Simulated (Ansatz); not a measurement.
Start from `C[SiH2][SiH](N)O` and change one atom or group to get `N[SiH](O)Cl`.

Ansatz, PBE0-D4/def2-TZVP geometries, multiplicity 1. Each molecule was computed in one conformer, which needn't be the lowest.

| property | `C[SiH2][SiH](N)O` |
| --- | --- |
| HOMO–LUMO gap (PBE/def2-TZVPP) / eV | 5.36 |
| HOMO energy (PBE/def2-TZVPP) / eV | -5.97 |
| HOMO energy (ωB97M-V/def2-TZVPP) / eV | -9.45 |
| size of the dipole moment (B3LYP/def2-TZVPP) / D | 1.80 |
| LUMO energy (PBE0/def2-TZVPP) / eV | 0.20 |
| size of the dipole moment (PBE/def2-TZVPP) / D | 1.77 |

Problem. Give the same properties after the change, and the shifts. (Best estimate.)

Solution. The calculation gave: 
```csv
property,`N[SiH](O)Cl`,shift
HOMO–LUMO gap (PBE/def2-TZVPP) / eV,6.37,1.01
HOMO energy (PBE/def2-TZVPP) / eV,-6.50,-0.53
HOMO energy (ωB97M-V/def2-TZVPP) / eV,-10.37,-0.92
size of the dipole moment (B3LYP/def2-TZVPP) / D,2.52,0.72
LUMO energy (PBE0/def2-TZVPP) / eV,0.73,0.53
size of the dipole moment (PBE/def2-TZVPP) / D,2.51,0.74
```

With PBE0 the HOMO falls by 0.70 eV and the LUMO rises by 0.53 eV, so the gap widens by about 1.23 eV. PBE moves the HOMO by -0.53 eV and ωB97M-V by -0.92 eV. Dipoles are sizes alone; their direction can turn.

B3LYP here is the variant with VWN-RPA as its local correlation; programs differ in this.
